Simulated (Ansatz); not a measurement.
Cost and result up the ladder for GaH2(NH2) (GaNH4) (6 atoms). The state is a singlet with charge 0. Geometry: r2SCAN-D4/def2-TZVP.

```xyz
6

Ga    0.4729    0.2945    0.6611
H    -0.2819    0.5313    1.9988
H     1.9835    0.5276    0.3797
N    -0.5187   -0.3225   -0.7251
H    -0.1493   -0.5186   -1.6412
H    -1.5064   -0.5122   -0.6734
```

Ansatz on 4 threads of Arm Neoverse V2 on a shared host. Times are rough, and most runs start from the orbitals of an earlier one. ωB97M-V/def2-TZVP serves as the yardstick here, not as an exact answer. Differences are given only for rows in sets of like size (and for xTB, whose basis is part of the method), since another set adds its own error. Binding counts from free atoms at the same level (Ga doublet, H doublet, N quartet; other spins of the atoms weren't run), without zero-point energy or a counterpoise term.

LC-ωPBE has ω = 0.4 bohr⁻¹. HSE06 is defined as in plane-wave codes, on full-range PBE exchange. Correlated methods freeze 10 core orbitals; core or outer-core shells of Ga are correlated, in sets that lack core-valence functions.

Correlated methods converge slowly with the basis.

```csv
level,functions,wall time
PBE-D4/def2-SVP,66,0.3 s
MP2/def2-TZVP,103,0.35 s
PBE0-D4/def2-SVP,66,0.45 s
PBE-D4/def2-TZVP,103,0.5 s
BHLYP-D4/def2-TZVP,103,0.55 s
HSE06-D4/def2-TZVP,103,0.6 s
LC-ωPBE/def2-TZVP,103,0.6 s
PBE-D4/def2-TZVPD,127,0.65 s
PBE0-D4/def2-TZVP,103,0.7 s
PBE0-D4/def2-TZVPD,127,0.7 s
CAM-B3LYP-D4/def2-TZVP (with forces),103,0.8 s
r2SCAN-D4/def2-TZVP,103,1 s
ωB97X-V/def2-TZVP,103,1.6 s
ωB97M-V/def2-TZVP,103,1.8 s
```

Problem. Estimate what each level gives for the binding energy per atom (eV).

Solution. 
```tsv
level	binding energy per atom (eV)	difference from ωB97M-V/def2-TZVP (eV)
PBE-D4/def2-SVP	2.85	–
MP2/def2-TZVP	2.73	-0.11
PBE0-D4/def2-SVP	2.81	–
PBE-D4/def2-TZVP	2.85	0.00
BHLYP-D4/def2-TZVP	2.77	-0.08
HSE06-D4/def2-TZVP	2.81	-0.04
LC-ωPBE/def2-TZVP	2.84	0.00
PBE-D4/def2-TZVPD	2.86	0.01
PBE0-D4/def2-TZVP	2.81	-0.04
PBE0-D4/def2-TZVPD	2.81	-0.03
CAM-B3LYP-D4/def2-TZVP (with forces)	2.87	0.02
r2SCAN-D4/def2-TZVP	2.84	-0.01
ωB97X-V/def2-TZVP	2.87	0.03
ωB97M-V/def2-TZVP	2.85	0.00
```
